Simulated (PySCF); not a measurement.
The dipole of `N#CCCC(=O)F` from its density and from atomic charges.

Coordinates (GFN2-xTB, Å) and charges (e) from the PBE0/pcSseg-1 density (PySCF):

```json
{"atom": "N1", "x": "2.246", "y": "0.359", "z": "-1.810", "Mulliken": "-0.2316", "IAO": "-0.2343", "Hirshfeld": "-0.2197", "ESP-fitted": "-0.4491"}
{"atom": "C2", "x": "1.621", "y": "-0.062", "z": "-0.952", "Mulliken": "+0.0527", "IAO": "+0.1368", "Hirshfeld": "+0.0835", "ESP-fitted": "+0.3399"}
{"atom": "C3", "x": "0.810", "y": "-0.612", "z": "0.109", "Mulliken": "-0.2013", "IAO": "-0.2964", "Hirshfeld": "-0.0355", "ESP-fitted": "-0.1462"}
{"atom": "C4", "x": "-0.679", "y": "-0.395", "z": "-0.181", "Mulliken": "-0.3042", "IAO": "-0.3164", "Hirshfeld": "-0.0584", "ESP-fitted": "-0.1824"}
{"atom": "C5", "x": "-1.070", "y": "1.033", "z": "0.028", "Mulliken": "+0.5451", "IAO": "+0.6191", "Hirshfeld": "+0.2482", "ESP-fitted": "+0.7317"}
{"atom": "O6", "x": "-0.465", "y": "1.923", "z": "0.506", "Mulliken": "-0.3227", "IAO": "-0.3706", "Hirshfeld": "-0.2061", "ESP-fitted": "-0.4447"}
{"atom": "F7", "x": "-2.346", "y": "1.239", "z": "-0.406", "Mulliken": "-0.2739", "IAO": "-0.2893", "Hirshfeld": "-0.0939", "ESP-fitted": "-0.2799"}
{"atom": "H8", "x": "1.030", "y": "-1.679", "z": "0.191", "Mulliken": "+0.1802", "IAO": "+0.1869", "Hirshfeld": "+0.0749", "ESP-fitted": "+0.1195"}
{"atom": "H9", "x": "1.086", "y": "-0.119", "z": "1.045", "Mulliken": "+0.1887", "IAO": "+0.1940", "Hirshfeld": "+0.0691", "ESP-fitted": "+0.1040"}
{"atom": "H10", "x": "-1.295", "y": "-1.004", "z": "0.489", "Mulliken": "+0.1825", "IAO": "+0.1841", "Hirshfeld": "+0.0716", "ESP-fitted": "+0.0993"}
{"atom": "H11", "x": "-0.933", "y": "-0.680", "z": "-1.206", "Mulliken": "+0.1844", "IAO": "+0.1861", "Hirshfeld": "+0.0664", "ESP-fitted": "+0.1078"}
```

Q: What dipole does each set of charges give (1 e·Å = 4.803 D), and what does the density give?

A: The full density gives (-1.80, -4.07, 2.23) D, 4.98 D in size; dipole vectors point from the negative to the positive end.

```json
{"scheme": "Mulliken", "μx": "-0.96", "μy": "-4.19", "μz": "2.23", "size (D)": "4.85", "share of the full size (%)": "97", "angle to the full dipole (°)": "10"}
{"scheme": "IAO", "μx": "-0.72", "μy": "-4.16", "μz": "1.78", "size (D)": "4.58", "share of the full size (%)": "92", "angle to the full dipole (°)": "13"}
{"scheme": "Hirshfeld", "μx": "-1.44", "μy": "-2.62", "μz": "1.47", "size (D)": "3.34", "share of the full size (%)": "67", "angle to the full dipole (°)": "4"}
{"scheme": "ESP-fitted", "μx": "-1.75", "μy": "-4.09", "μz": "2.24", "size (D)": "4.98", "share of the full size (%)": "100", "angle to the full dipole (°)": "1"}
```

Q: Which set comes closest?

A: Length of the difference vector: ESP-fitted 0.05 D, Mulliken 0.85 D, IAO 1.17 D, Hirshfeld 1.67 D. Closest: ESP-fitted. The schemes that divide the density aren't constrained to reproduce the dipole.

Q: What is left for the Hirshfeld atoms' own dipoles?

A: The Hirshfeld atoms' densities add up to the full density, so μ = Σ q r + Σ (atomic dipoles). The atomic dipoles sum to (-1.80, -4.07, 2.23) − (-1.44, -2.62, 1.47) = (-0.36, -1.45, 0.76) D, 1.67 D in size.

Q: With the origin at the mean of the coordinates, (0.000, 0.000, -0.199) Å, which are the largest single terms, by size, of the Mulliken dipole along the direction of the full one?

A: N1 +2.03, O6 +1.69, H10 +1.40, H8 +1.02, C5 -0.93 D; all 11 atoms together +4.77 D. The single terms depend on the origin, their sum doesn't.

Q: Give the size of the full dipole in other units.

A: 4.98 D = 1.959 au = 1.036 e·Å = 16.61 × 10⁻³⁰ C·m.

The structure is a single GFN2-xTB conformer in the gas phase; no vibrational or solvent corrections.

Shape of the structure used: `[N:1]#[C:2][CH2:3][CH2:4][C:5](=[O:6])[F:7]`: C2–C3–C4–C5 -74°, C3–C4–C5–O6 -10°.
